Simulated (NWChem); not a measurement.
System: 1,4-dioxane (C4H8O2); SMILES C1COCCO1

Input file for NWChem:

```
start job
memory heap 200 mb stack 900 mb global 1100 mb
geometry units angstroms
  C      1.141899     0.672442    -0.349019
  C      1.136286    -0.681026     0.349264
  O     -0.005406    -1.457482    -0.000815
  C     -1.141899    -0.672442    -0.349019
  C     -1.136286     0.681026     0.349264
  O      0.005406     1.457482    -0.000815
  H      2.047647     1.248314    -0.062315
  H      1.187696     0.514343    -1.455002
  H      2.038075    -1.263627     0.063773
  H      1.181801    -0.523332     1.455322
  H     -1.187696    -0.514343    -1.455002
  H     -2.047647    -1.248314    -0.062315
  H     -2.038075     1.263627     0.063773
  H     -1.181801     0.523332     1.455322
end
basis spherical
  * library 3-21g
end
dft
  xc hfexch
  iterations 150
end
driver
  maxiter 120
end
task dft optimize
task dft freq
```

The level has its own optimisation; frequencies are unscaled.

Question: What results follow from this input? (Hartree-Fock/3-21G.) Quantities: r C–C (Å); r C–O (Å); r C–H (Å); highest harmonic frequency (cm⁻¹); lowest (cm⁻¹); zero-point energy (kcal/mol).

Answer: 
```
Item                               Result
---------------------------------  ------
r C–C (Å)                           1.524
r C–O (Å)                           1.446
r C–H (Å)                           1.081
highest harmonic frequency (cm⁻¹)    3288
lowest (cm⁻¹)                         109
zero-point energy (kcal/mol)         82.3
```
